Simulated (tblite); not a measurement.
Compound: C₄H₁₃ClOSi₂.
SMILES with atom numbers: `[CH3:1][O:2][CH2:3][Si@H:4]([CH3:5])[SiH2:6][CH2:7][Cl:8]` (hydrogens: H9, H10, H11 on C1; H12, H13 on C3; H14 on Si4; H15, H16, H17 on C5; H18, H19 on Si6; H20, H21 on C7)

Computed geometry: GFN2-xTB, gas phase.

Q: List the bond lengths, angles and torsions at this level.

A: 
```tsv
bond	length (Å)	order
C1–O2	1.403	single
O2–C3	1.419	single
C3–Si4	1.919	single
Si4–C5	1.908	single
Si4–Si6	2.324	single
Si6–C7	1.926	single
C7–Cl8	1.782	single
C1–H9, C1–H10, C1–H11	1.094	single
C3–H12	1.098	single
C3–H13	1.096	single
Si4–H14	1.479	single
C5–H15, C5–H16, C5–H17	1.087	single
Si6–H18	1.468	single
Si6–H19	1.473	single
C7–H20	1.087	single
C7–H21	1.087	single
```

Bonds in one row agree within 0.01 Å and their mean is given. Orders are formal, as drawn. A selection of angles:
```tsv
angle	degrees
C1–O2–C3	114.3
O2–C3–Si4	103.0
C3–Si4–C5	108.9
C3–Si4–Si6	99.9
C5–Si4–Si6	116.9
Si4–Si6–C7	109.7
Si6–C7–Cl8	110.1
```

Dihedral angles: C1–O2–C3–Si4 -176° (antiperiplanar); O2–C3–Si4–C5 146° (anticlinal); C3–Si4–Si6–C7 -175° (antiperiplanar); Si4–Si6–C7–Cl8 -53° (synclinal).

Of the pairs four or more bonds apart, H10···H12 is among the closest relative to their van der Waals radii: 2.44 Å, 102 % of the sum of Bondi's values. Si6 (SiH2 silicon) is distorted tetrahedral (angles from 102.4° to 118.5°). Si4 (SiH silicon) is distorted tetrahedral (angles from 99.9° to 116.9°).

Point group: C1 (no symmetry element, even within 0.4 Å). Its lowest GFN2-xTB frequency is 12i cm⁻¹, too small to tell a flat minimum from a shallow saddle. One conformer, not necessarily the lowest.

On AMD EPYC, one thread, on a shared host, this took 5.2 s of wall time. That covers the optimisation of the geometry.
